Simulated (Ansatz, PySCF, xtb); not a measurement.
Noncovalent pair: HCl (SMILES Cl) (first 2 atoms) with Si2H6 (SMILES [SiH3][SiH3]); geometry from B3LYP-D3(BJ)/def2-TZVP.
(charge 0, multiplicity 1):
```xyz
10

Cl     1.049     0.644    -0.352
H     -0.004     0.907     0.338
Si     0.965    -0.591     3.359
Si    -1.118     0.468     3.158
H      2.059     0.377     3.114
H      1.067    -1.710     2.396
H      1.092    -1.126     4.737
H     -1.235     1.595     4.114
H     -2.225    -0.488     3.399
H     -1.303     1.026     1.790
```

Counterpoise-corrected where a basis set is named; no monomer relaxation. Rows marked so take none.

Rows in 6-31G* carry no dispersion term and start afresh at each structure (6-31G* with six Cartesian d functions).

The values were computed with Ansatz (Gaussian orbitals); PySCF for 6-31G* rows, the dispersion terms; xtb for the GFN methods. Values without a source in brackets are computed.

One of these levels gives 1.21 kcal/mol for the interaction energy. Name it.
A) HF/6-31G* (no counterpoise)
B) PBE-D4/def2-TZVPPD
C) GFN-FF
D) revPBE-D4/def2-TZVPPD

A, HF/6-31G* (no counterpoise). The others give -0.59 (GFN-FF), -2.08 (PBE-D4/def2-TZVPPD), -1.53 (revPBE-D4/def2-TZVPPD)

Ansatz is a program for electronic structure.
